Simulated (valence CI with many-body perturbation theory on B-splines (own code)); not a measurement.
## E1 line list for Sc6+

Computed by relativistic CI+MBPT: five valence electrons over a frozen Dirac-Fock core [Ne], a basis of 9 s, 9 p, 8 d, 6 f, 3 g, 1 h functions for each j, with the one-electron correlation potential Σ1, the two-electron term Σ2, the three-electron term Σ3, Breit, model QED; selected CI, second order for the rest, scaled by the run's own slope (own B-spline code, finite nucleus).

No measured levels were compared; by estimate levels hold to about 100 cm⁻¹ or 0.05 % of their energy and the worst to 300 or 400 cm⁻¹, as in measured light ions of charge 2 to 7. Among the levels kept, up to 850 cm⁻¹ of a level comes from second order outside the variational space, and about a tenth of that is noise between levels of different J, which matters for small intervals.

Lines 51 to 100 of 173 in falling wavelength, among levels below 51.125 eV, chosen from the strongest by gf and those to the six lowest levels. Wavelengths and rates use the calculated energies, so an error of 100 cm⁻¹ moves a line at 53.38 nm by 0.053 % and its rate by three times that or more. Electric multipoles are in the length gauge, E1 and E2 with the static RPA response of the core. Weak lines are less certain than strong ones. Lines between different terms over intervals too small for the method are left out, as are lines whose strength nearly cancels. The highest levels of a list are the least certain.

Names give the largest LS component (configuration and term), which can be under half, so a name can repeat, a term be missing and a line seem to break the LS rules; names also repeat where a configuration has a term twice. Letters in brackets count levels of one name in rising energy.

```tsv
λ vac (nm)	Upper	Lower	A (s⁻¹)	S (a.u.)
53.38	3s3p⁴ ²D_3/2	3s²3p³ ²D°_3/2	1.23e+09	3.68e-01
53.29	3s3p⁴ ²D_5/2	3s²3p³ ²D°_3/2	3.94e+07	1.77e-02
52.46	3p⁵ ²P°_3/2	3s3p⁴ ²D_5/2	1.71e+09	4.86e-01
52.37	3p⁵ ²P°_3/2	3s3p⁴ ²D_3/2	2.57e+08	7.29e-02
51.23	3p⁵ ²P°_1/2	3s3p⁴ ²D_3/2	1.77e+09	2.36e-01
50.03	3s²3p²3d ²P_3/2 [a]	3s²3p³ ²P°_3/2	2.64e+08	6.54e-02
49.80	3s²3p²3d ²P_3/2 [a]	3s²3p³ ²P°_1/2	9.38e+07	2.29e-02
49.39	3s²3p²3d ²P_1/2 [a]	3s²3p³ ²P°_3/2	8.57e+07	1.02e-02
49.17	3s²3p²3d ²P_1/2 [a]	3s²3p³ ²P°_1/2	6.43e+08	7.55e-02
47.26	3s3p⁴ ²S_1/2	3s²3p³ ²P°_3/2	2.88e+09	3.00e-01
47.06	3s3p⁴ ²S_1/2	3s²3p³ ²P°_1/2	1.02e+09	1.05e-01
46.06	3s3p⁴ ²D_3/2	3s²3p³ ⁴S°_3/2	1.80e+03	3.48e-07
45.99	3s3p⁴ ²D_5/2	3s²3p³ ⁴S°_3/2	8.13e+05	2.34e-04
45.82	3s3p³3d ⁶D°_1/2	3s3p⁴ ⁴P_3/2	3.92e+06	3.72e-04
45.81	3s3p³3d ⁶D°_3/2	3s3p⁴ ⁴P_3/2	1.11e+06	2.10e-04
45.45	3s²3p²3d ²P_3/2 [a]	3s²3p³ ²D°_5/2	3.06e+09	5.67e-01
45.31	3s²3p²3d ²P_3/2 [a]	3s²3p³ ²D°_3/2	3.54e+08	6.50e-02
45.24	3s3p³3d ⁶D°_3/2	3s3p⁴ ⁴P_5/2	1.83e+06	3.34e-04
45.23	3s3p³3d ⁶D°_5/2	3s3p⁴ ⁴P_5/2	2.18e+06	5.98e-04
45.20	3s3p³3d ⁶D°_7/2	3s3p⁴ ⁴P_5/2	7.55e+05	2.75e-04
44.78	3s²3p²3d ²P_1/2 [a]	3s²3p³ ²D°_3/2	3.23e+09	2.86e-01
44.23	3s²3p²3d ⁴F_3/2	3s²3p³ ²P°_3/2	2.89e+05	4.94e-05
44.05	3s²3p²3d ⁴F_3/2	3s²3p³ ²P°_1/2	2.71e+06	4.57e-04
44.03	3s²3p²3d ⁴F_5/2	3s²3p³ ²P°_3/2	1.44e+06	3.64e-04
43.41	3p⁵ ²P°_3/2	3s3p⁴ ⁴P_3/2	1.18e+06	1.91e-04
43.03	3s3p⁴ ²S_1/2	3s²3p³ ²D°_3/2	2.89e+06	2.27e-04
42.91	3p⁵ ²P°_3/2	3s3p⁴ ⁴P_5/2	8.74e+06	1.36e-03
42.46	3s²3p²3d ²F_5/2 [a]	3s²3p³ ²P°_3/2	1.22e+06	2.77e-04
42.24	3s²3p²3d ⁴D_1/2	3s²3p³ ²P°_3/2	5.70e+06	4.24e-04
42.18	3s²3p²3d ⁴D_3/2	3s²3p³ ²P°_3/2	2.25e+06	3.33e-04
42.08	3s²3p²3d ⁴D_1/2	3s²3p³ ²P°_1/2	2.38e+06	1.75e-04
42.02	3s²3p²3d ⁴D_3/2	3s²3p³ ²P°_1/2	6.76e+04	9.90e-06
40.61	3s²3p²3d ⁴F_3/2	3s²3p³ ²D°_5/2	1.71e+05	2.26e-05
40.50	3s²3p²3d ⁴F_3/2	3s²3p³ ²D°_3/2	1.35e+07	1.77e-03
40.44	3s²3p²3d ⁴F_5/2	3s²3p³ ²D°_5/2	6.06e+06	1.19e-03
40.33	3s²3p²3d ⁴F_5/2	3s²3p³ ²D°_3/2	2.40e+06	4.67e-04
40.21	3s²3p²3d ⁴F_7/2	3s²3p³ ²D°_5/2	4.42e+06	1.13e-03
39.92	3s²3p²3d ²P_3/2 [a]	3s²3p³ ⁴S°_3/2	3.44e+06	4.32e-04
39.51	3s²3p²3d ²P_1/2 [a]	3s²3p³ ⁴S°_3/2	8.13e+04	4.95e-06
39.12	3s²3p²3d ²F_5/2 [a]	3s²3p³ ²D°_5/2	1.62e+05	2.87e-05
39.01	3s²3p²3d ²F_5/2 [a]	3s²3p³ ²D°_3/2	2.59e+05	4.55e-05
38.95	3s²3p²3d ⁴D_7/2	3s²3p³ ²D°_5/2	4.78e+06	1.12e-03
38.88	3s²3p²3d ⁴D_3/2	3s²3p³ ²D°_5/2	2.84e+07	3.30e-03
38.83	3s²3p²3d ⁴D_1/2	3s²3p³ ²D°_3/2	4.15e+07	2.40e-03
38.78	3s²3p²3d ⁴D_3/2	3s²3p³ ²D°_3/2	2.28e+04	2.63e-06
38.71	3s²3p²3d ⁴D_5/2	3s²3p³ ²D°_5/2	1.01e+07	1.74e-03
38.61	3s²3p²3d ⁴D_5/2	3s²3p³ ²D°_3/2	4.25e+04	7.24e-06
38.32	3s²3p²3d ²F_7/2 [a]	3s²3p³ ²D°_5/2	9.89e+04	2.20e-05
38.14	3s3p⁴ ²S_1/2	3s²3p³ ⁴S°_3/2	1.17e+07	6.42e-04
36.14	3s²3p²3d ⁴F_3/2	3s²3p³ ⁴S°_3/2	3.79e+05	3.53e-05
```
